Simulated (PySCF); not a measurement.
# P (phosphorus, neutral) across methods

[Ne] 3s1 3p4, high-spin 4P determinant (an excited configuration). Computed with PySCF 2.14 in aug-cc-pVDZ-DK (5s4p2d, 27 functions), with the spin-free X2C one-electron Hamiltonian (Gaussian nucleus).

| method | E (hartree) | mean ε 3s α (eV) | mean ε 3p α (eV) | mean ε 3p β (eV) | Σ⟨r²⟩ (bohr²) | ⟨S²⟩ |
| --- | --- | --- | --- | --- | --- | --- |
| PBE0 | -341.6556 | -18.066 | -8.283 | -5.466 | 31.95 | 3.759 |
| LDA | -340.4943 | -15.790 | -7.005 | -4.674 | 32.23 | 3.757 |
| TPSS | -341.8073 | -16.142 | -7.095 | -4.725 | 31.89 | 3.757 |
| UHF | -341.22862 | -24.532 | -11.878 | -6.409 | 33.27 | 3.797 |
| r2SCAN | -341.7711 | -16.838 | -7.465 | -4.710 | 32.02 | 3.766 |
| B97-3 | -341.7328 | -18.071 | -8.196 | -5.473 | 31.98 | 3.760 |
| PBE | -341.6282 | -15.792 | -6.967 | -4.696 | 32.04 | 3.756 |
| M06-L | -341.7677 | -16.629 | -7.285 | -4.613 | 31.60 | 3.763 |
| LC-wPBE | -341.6758 | -21.543 | -11.054 | -7.848 | 31.61 | 3.758 |
